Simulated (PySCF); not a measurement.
# Bond lengths and vibrations by method: BClGeH3O cation

All numbers below are calculated, not measured. The program is PySCF 2.14.0, an open-source quantum chemistry code, run on an isolated molecule that a program drew, which may never have been made. The molecule is BClGeH3O cation (charge +1, singlet), drawn as the SMILES string `B[O][GeH+][Cl]`.

The geometry was optimised and harmonic frequencies were computed with HF and MP2, all in the cc-pV(D+d)Z basis, for the commonest isotopes, with a restricted reference for singlets and an unrestricted one otherwise, and a frozen core in MP2. Germanium has the cc-pVDZ-PP basis, with a core potential (ECP10MDF) in place of its 10 inner electrons, and its 3s, 3p and 3d shells are frozen in MP2. Each result is a local minimum of its method.

Geometry at the HF minimum:
```xyz
7
BClGeH3O cation, angstrom
B     0.7976   -1.9113    0.9116
O     1.2382   -0.6269    0.5247
Ge    1.9007    0.0311   -0.8854
Cl    2.2124   -1.1577   -2.5269
H     0.8750   -2.7994    0.1204
H     0.3790   -1.9934    2.0176
H     2.2393    1.4924   -0.8725
```

Lengths of the bonds as drawn, in Å (atoms numbered as above):
| bond | HF | MP2 |
|---|---|---|
| B1-O2 | 1.412 | 1.430 |
| O2-Ge3 | 1.691 | 1.736 |
| Ge3-Cl4 | 2.051 | 2.061 |
| B1-H5 | 1.192 | 1.199 |
| B1-H6 | 1.185 | 1.193 |
| Ge3-H7 | 1.500 | 1.513 |

Rotational constants, in GHz:
```
constant     HF    MP2
       A  6.941  6.744
       B  2.619   2.63
       C  1.902  1.892
```

Harmonic frequencies in cm^-1, each column in rising order, so a row needn't be the same motion in every method:
| rank | HF | MP2 |
|---|---|---|
| 1 | 71 | 86 |
| 2 | 132 | 133 |
| 3 | 233 | 242 |
| 4 | 282 | 277 |
| 5 | 522 | 510 |
| 6 | 550 | 511 |
| 7 | 727 | 693 |
| 8 | 746 | 702 |
| 9 | 1056 | 1004 |
| 10 | 1126 | 1077 |
| 11 | 1174 | 1087 |
| 12 | 1336 | 1278 |
| 13 | 2391 | 2301 |
| 14 | 2747 | ? |
| 15 | 2885 | 2834 |

**Estimate the missing MP2 frequency from the HF column.**

A single factor s that minimises the squared misfit of MP2 against s times HF over the other rows is sum(HF x MP2) / sum(HF^2) = 0.9656, with an rms misfit of 22 cm^-1. For rank 14 it gives 0.9656 x 2747 = 2653 cm^-1. The calculation gives 2686 cm^-1, 33 cm^-1 above the estimate. The drawn bonds are on average 1.1 % longer in MP2 than in HF.
